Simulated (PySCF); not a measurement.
GeH7NOSi, SMILES [NH]([GeH2][OH])[SiH3]. Atoms are numbered in the order given.

```xyz
11

O      2.0835     0.6270     0.0725
Ge     0.7513    -0.5569     0.0819
N     -0.7514     0.1246    -0.7050
Si    -2.1772     0.7271     0.0815
H      1.8591     1.4533     0.5153
H      0.3577    -0.9235     1.5198
H      1.3114    -1.7168    -0.7429
H     -0.6958     0.2247    -1.7156
H     -2.3722     2.1967    -0.1214
H     -2.0113     0.4655     1.5402
H     -3.4195     0.0518    -0.4024
```

Coordinates come from a ωB97X-D3(BJ)/def2-SVP optimisation. The structure was generated by enumeration, and PubChem lists no compound with its InChIKey, so it may never have been made. Other conformers were not sampled.

These are PySCF 2.14.0 with ωB97X-D3(BJ)/def2-SVP values and carry that method's errors.

Frequencies are harmonic and unscaled.

Computed harmonic wavenumbers and intensities:
| mode | ν (cm⁻¹) | IR (km/mol) | Raman (Å⁴/amu) | depolarisation | moving atoms (share of kinetic energy) |
|---|---|---|---|---|---|
| 1 | 43 | 1.3 | 0.2 | 0.68 | O 32 %, N 29 %, H 21 %, Si 15 % |
| 2 | 62 | 0.5 | 0.2 | 0.69 | H 91 % |
| 3 | 181 | 43.6 | 3.0 | 0.68 | H 63 %, N 15 %, O 10 % |
| 4 | 196 | 0.7 | 0.7 | 0.46 | Si 29 %, H 24 %, Ge 23 %, N 21 % |
| 5 | 262 | 90.8 | 0.6 | 0.62 | H 49 %, O 35 % |
| 6 | 404 | 95.7 | 3.8 | 0.70 | H 79 %, N 16 % |
| 7 | 520 | 28.1 | 8.2 | 0.54 | H 66 %, Ge 12 %, Si 11 %, N 9 % |
| 8 | 571 | 9.8 | 11.5 | 0.27 | H 55 %, N 23 %, Ge 12 %, Si 9 % |
| 9 | 706 | 18.1 | 8.3 | 0.53 | H 89 % |
| 10 | 719 | 101.5 | 4.6 | 0.28 | O 66 %, Ge 17 %, H 15 % |
| 11 | 731 | 141.3 | 12.9 | 0.73 | H 75 %, N 9 % |
| 12 | 800 | 172.3 | 13.2 | 0.73 | H 68 %, N 22 % |
| 13 | 842 | 125.7 | 11.2 | 0.72 | H 83 %, N 10 % |
| 14 | 869 | 64.5 | 12.2 | 0.73 | H 95 % |
| 15 | 907 | 242.9 | 6.4 | 0.66 | H 84 % |
| 16 | 938 | 41.9 | 7.4 | 0.75 | H 46 %, N 40 %, Si 11 % |
| 17 | 950 | 68.5 | 20.4 | 0.75 | H 94 % |
| 18 | 977 | 120.7 | 18.0 | 0.74 | H 93 % |
| 19 | 1017 | 175.1 | 23.4 | 0.72 | H 94 % |
| 20 | 1201 | 167.1 | 0.4 | 0.73 | H 69 %, N 29 % |
| 21 | 2200 | 87.2 | 81.9 | 0.21 | H 99 % |
| 22 | 2224 | 204.7 | 88.2 | 0.68 | H 96 % |
| 23 | 2229 | 113.5 | 149.1 | 0.35 | H 99 % |
| 24 | 2243 | 138.4 | 231.3 | 0.10 | H 97 % |
| 25 | 2263 | 103.0 | 111.6 | 0.14 | H 97 % |
| 26 | 3632 | 40.0 | 80.2 | 0.25 | H 93 % |
| 27 | 3910 | 60.6 | 72.5 | 0.26 | H 94 % |
